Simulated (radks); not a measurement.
Cd II, 47 electrons, occupied as [Kr] 4d10 5s1 (the NIST ground configuration). All-electron calculation, scalar-relativistic Kohn-Sham, PBE, spin-polarised, spherical densities, finite nucleus; open shells are filled with parallel spins first (spin-orbit coupling, left out, can overturn this in heavy ions); Fermi nuclear charge, rms radius 4.6087 fm; hard spherical wall at 20 bohr. Program: a radial shooting solver on a logarithmic mesh with Libxc functionals. Some entries of the table are withheld. Estimate them.

| orbital | occ. | eigenvalue (eV) | <r> (bohr) | <r^2> (bohr^2) |
|---|---|---|---|---|
| 1s up | 1 | -26533.15 | 0.03040 | 0.001250 |
| 1s down | 1 | -26533.12 | 0.03040 | 0.001250 |
| 2s up | 1 | -3946.610 | 0.1317 | 0.02043 |
| 2s down | 1 | -3946.607 | 0.1317 | 0.02043 |
| 2p up | 3 | -3542.245 | 0.1149 | 0.01611 |
| 2p down | 3 | -3542.238 | 0.1149 | 0.01611 |
| 3s up | 1 | -742.6959 | 0.3583 | 0.1468 |
| 3s down | 1 | -742.6752 | 0.3583 | 0.1468 |
| 3p up | 3 | -610.0295 | 0.3571 | 0.1480 |
| 3p down | 3 | -610.0088 | 0.3571 | 0.1480 |
| 3d up | 5 | -402.3854 | 0.3347 | 0.1333 |
| 3d down | 5 | -402.3705 | 0.3347 | 0.1333 |
| 4s up | 1 | -114.7365 | 0.8795 | 0.8766 |
| 4s down | 1 | -114.7068 | 0.8792 | 0.8757 |
| 4p up | 3 | (1) | 0.9609 | 1.058 |
| 4p down | 3 | (2) | 0.9597 | 1.055 |
| 4d up | 5 | -20.6069 | (3) | (4) |
| 4d down | 5 | -20.3562 | (5) | (6) |
| 5s up | 1 | -13.4733 | 2.641 | 7.936 |
| 5s down | 0 | -12.5418 | 2.637 | 7.913 |
| 5p up | 0 | -7.7362 | 3.418 | 13.40 |
| 5p down | 0 | -6.7913 | 3.423 | 13.47 |

Answer. 
(1) 4p up eigenvalue (eV): -75.8200
(2) 4p down eigenvalue (eV): -75.7659
(3) 4d up <r> (bohr): 1.279
(4) 4d up <r^2> (bohr^2): 1.981
(5) 4d down <r> (bohr): 1.265
(6) 4d down <r^2> (bohr^2): 1.935
